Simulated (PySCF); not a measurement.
Constitutional and geometric isomers with formula C2H4Si. All species are isolated molecules in the gas phase. One relaxed conformer stands for each flexible species; it need not be the lowest. Strings in code marks are SMILES.

The numbers are results of B3LYP-D3(BJ)/def2-TZVP in PySCF, not measurements. All candidates: neutral, multiplicity 1. B3LYP has the VWN-RPA correlation part, as in Gaussian. 

```json
{
  "LUMO": "-0.46 eV",
  "HOMO–LUMO gap": "6.80 eV",
  "dipole_moment": "0.37 D"
}
```

Task: Identify which member has these values.
A) `C#C[SiH3]`
B) `C=C=[SiH2]`
C) `C1C[Si]1`
D) `C1=C[SiH2]1`

Result: D, `C1=C[SiH2]1`. The others give `C1C[Si]1`: -2.63 eV, 3.71 eV, 0.38 D; `C#C[SiH3]`: -0.29 eV, 7.78 eV, 0.39 D; `C=C=[SiH2]`: -1.26 eV, 4.80 eV, 0.16 D
